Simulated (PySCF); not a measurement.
A structure optimised at B3LYP-D3(BJ)/def2-TZVPD, used in a PySCF frequency run:

```
Sr
Cl 1 2.6036
```
Charge 0, spin multiplicity 2.

Problem. Write its SMILES, formula and point group.

Solution. [Cl][Sr], ClSr, C∞v

Problem. What are its rotational constants (standard atomic weights)?

Solution. 2.9540 GHz (linear rotor, B only)
